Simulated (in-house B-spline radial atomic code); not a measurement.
**Excitations of the silver ion Ag⁺ by several methods**

Full response, energies in eV; labels give the largest channel, * marks a mixed state, a dash one above the method's threshold, and an imaginary frequency an unstable closed-shell reference. Computed with a B-spline radial code for spherical atoms: linear response of the closed shell [Kr] 4d10 with each method's own kernel (bare exchange for TDHF, static screening on G0W0 levels for BSE, the adiabatic kernel for functionals); scalar-relativistic (spin-free one-electron X2C), finite nucleus, no spin-orbit coupling, no double excitations, S, P, D and F terms only; shells from n = 2 respond. Only terms of natural parity with L up to 3 were computed.

```
           method  4d → 5s 3D  4d → 5s 1D  4d → 5p 3P  α (bohr³)
             TDHF       5.570       6.373      10.527      8.817
   BSE on G0W0@HF       5.441       6.093      10.786      8.473
         LDA VWN5       4.010       4.591       9.145      10.74
              PBE       3.954       4.594       8.920      10.77
             PBE0       4.506       5.160       9.538      10.05
  B3LYP (VWN-RPA)       4.232       4.866       9.299      10.31
        CAM-B3LYP       4.306       4.932       9.342      10.19
          LC-wPBE       4.458       5.105       9.441       10.1
            wB97X       4.729       5.153       9.904      10.24
            HSE06           ?           ?           ?          ?
        BHandHLYP       4.806       5.467       9.894      9.593
             BLYP       3.759       4.399       8.758      10.94
           PBEsol       3.994       4.641       9.013      10.76
             BP86       3.969       4.625       9.078      10.83
LDA exchange-only       3.456       4.203       8.273       11.4
            B97-1           ?           ?           ?          ?
             RPBE       3.947       4.587       8.830      10.78
             OLYP       4.082       4.724       8.864      10.48
```

Q: What does B97-1 give?

A: 4d → 5s 3D: 4.538; 4d → 5s 1D: 5.026; 4d → 5p 3P: 9.690; α: 10.21 (eV, bohr³).

Q: What does HSE06 give?

A: 4d → 5s 3D: 4.481; 4d → 5s 1D: 5.134; 4d → 5p 3P: 9.532; α: 10.09 (eV, bohr³).
